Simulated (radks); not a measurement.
Values are calculated unless marked as measured or tabulated.
Neutral dysprosium inside a hard spherical wall (all orbitals vanish at R), configuration held at [Xe] 4f10 6s2 and not refilled when levels cross. Code: a radial shooting solver on a logarithmic mesh with Libxc functionals. Model: scalar-relativistic Kohn-Sham, PBE, spin-polarised, spherical densities, finite nucleus; open shells are filled with parallel spins first (spin-orbit coupling, left out, can overturn this in heavy ions); Fermi nuclear charge, rms radius 5.2218 fm. Eigenvalues in eV for spin up, with the zero of energy where the potential of the charges vanishes at infinity; a dash marks a level that is unbound or too diffuse for the functional's potential to be trusted. A positive occupied level is held by the wall or, in an anion where self-interaction has pushed it up, behind a barrier. The pressure on the wall is -dE/dV.

| R (bohr) | E (hartree) | kinetic (hartree) | e(5s) | e(5p) | e(4f) | e(6s) | e(5d, empty) | e(6p, empty) | pressure (GPa) |
|---|---|---|---|---|---|---|---|---|---|
| free | -12156.2832 | 13112.525 | -49.686 | -25.920 | -4.369 | -3.805 | -1.303 | -1.178 | 0 |
| 20 | -12156.2832 | 13112.525 | -49.686 | -25.920 | -4.369 | -3.805 | -1.303 | -1.177 | < 0.0001 |
| 15 | -12156.2832 | 13112.525 | -49.684 | -25.917 | -4.366 | -3.803 | -1.299 | -1.162 | 0.000192 |
| 12 | -12156.2829 | 13112.529 | -49.651 | -25.885 | -4.334 | -3.778 | -1.265 | -1.073 | 0.00600 |
| 7 | -12156.2399 | 13112.770 | -48.406 | -24.663 | -3.106 | -2.557 | -0.048 | 1.213 | 1.91 |
| 5 | -12155.9923 | 13113.753 | -45.590 | -21.976 | -0.225 | 2.011 | 3.145 | 8.357 | 27.6 |
| 4 | -12155.4184 | 13115.899 | -42.000 | -18.587 | 3.730 | 10.592 | 7.864 | 20.499 | 151 |
| 3.5 | -12154.6557 | 13118.775 | -38.509 | -15.166 | 7.812 | 20.574 | 12.810 | 33.631 | 419 |
| 3 | -12152.9295 | 13125.196 | -32.318 | -8.698 | 15.303 | 40.418 | 22.090 | 58.170 | 1350 |
| 2.5 | -12148.5172 | 13140.785 | -19.968 | 5.202 | 29.971 | 83.404 | 41.465 | 108.21 | 5270 |
| 1.5 | -12087.0853 | 13328.876 | 109.25 | 155.80 | 135.76 | 484.49 | 228.05 | 538.34 | 195000 |
